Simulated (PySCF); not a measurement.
Mo(NH)2(Cl)(NH2) (ClH4MoN3), SMILES [NH]=[Mo](=[NH])([NH2])[Cl], multiplicity 1.

Coordinates come from a r2SCAN-D4/def2-SVP optimisation. The spin state was assumed, not searched. The def2 effective core potentials stand for the cores of Mo; spin–orbit coupling is left out. One conformer was computed; it need not be the lowest.

These are PBE/def2-TZVP run with PySCF values and carry that method's errors.

Isolated molecule, no solvent.

```
Quantity                                                                                                        Value
---------------------------------------------------------------------------------------------  ----------------------
total energy                                                                                       -694.94822 hartree
point group                                                                                                        Cs
highest occupied level                                                                                       -6.39 eV
lowest empty level                                                                                           -2.45 eV
orbital gap                                                                                                   3.94 eV
dipole moment                                                                                               0.754 e·Å
quadrupole, principal values (traceless, Buckingham form, about the centre of nuclear charge)  -6.92, -0.13, 7.06 D·Å
mean static polarisability                                                                      78.7 bohr³ (11.66 Å³)
polarisability, principal values                                                               74.9, 77.4, 83.7 bohr³
```
